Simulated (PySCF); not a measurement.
Ge(H)3(vinyl) (C2H6Ge), SMILES C=[CH][GeH3].

Geometry: r2SCAN-D4/def2-SVP.

Level of theory: TDDFT-B3LYP/def2-SVPD (PySCF).

Vertical excitations. The molecule is in vacuum. State labels are in the subgroup Cs.

Computed lowest excited states:
```json
[
 {"state": "S1", "symmetry": "A\"", "energy (eV)": "6.63", "λ (nm)": "187", "f": "0.002", "main pairs": "HOMO−1→LUMO 98 %"},
 {"state": "S2", "symmetry": "A\"", "energy (eV)": "6.97", "λ (nm)": "178", "f": "0.001", "main pairs": "HOMO→LUMO+1 94 %"},
 {"state": "S3", "symmetry": "A'", "energy (eV)": "7.09", "λ (nm)": "175", "f": "0.380", "main pairs": "HOMO→LUMO 92 %"},
 {"state": "S4", "symmetry": "A\"", "energy (eV)": "7.42", "λ (nm)": "167", "f": "0.021", "main pairs": "HOMO→LUMO+2 92 %"},
 {"state": "S5", "symmetry": "A\"", "energy (eV)": "7.65", "λ (nm)": "162", "f": "0.002", "main pairs": "HOMO−2→LUMO 94 %"},
 {"state": "S6", "symmetry": "A\"", "energy (eV)": "7.72", "λ (nm)": "161", "f": "0.004", "main pairs": "HOMO→LUMO+3 93 %"},
 {"state": "S7", "symmetry": "A'", "energy (eV)": "7.93", "λ (nm)": "156", "f": "0.007", "main pairs": "HOMO−1→LUMO+1 90 %"},
 {"state": "S8", "symmetry": "A'", "energy (eV)": "8.11", "λ (nm)": "153", "f": "0.035", "main pairs": "HOMO→LUMO+4 67 %, HOMO−3→LUMO 23 %"},
 {"state": "S9", "symmetry": "A\"", "energy (eV)": "8.16", "λ (nm)": "152", "f": "0.009", "main pairs": "HOMO→LUMO+5 78 %, HOMO→LUMO+6 21 %"},
 {"state": "S10", "symmetry": "A'", "energy (eV)": "8.20", "λ (nm)": "151", "f": "0.057", "main pairs": "HOMO−3→LUMO 53 %, HOMO−1→LUMO+2 24 %, HOMO→LUMO+4 18 %"},
 {"state": "T1", "symmetry": "A'", "energy (eV)": "4.29", "λ (nm)": "289", "f": "0", "main pairs": "HOMO→LUMO 95 %"},
 {"state": "T2", "symmetry": "A\"", "energy (eV)": "6.10", "λ (nm)": "203", "f": "0", "main pairs": "HOMO−1→LUMO 99 %"},
 {"state": "T3", "symmetry": "A\"", "energy (eV)": "6.83", "λ (nm)": "182", "f": "0", "main pairs": "HOMO→LUMO+1 91 %"},
 {"state": "T4", "symmetry": "A\"", "energy (eV)": "7.21", "λ (nm)": "172", "f": "0", "main pairs": "HOMO→LUMO+2 90 %"}
]
```
Triplets are in the Tamm–Dancoff approximation, which puts them higher than full response would, so one can lie above its singlet here.
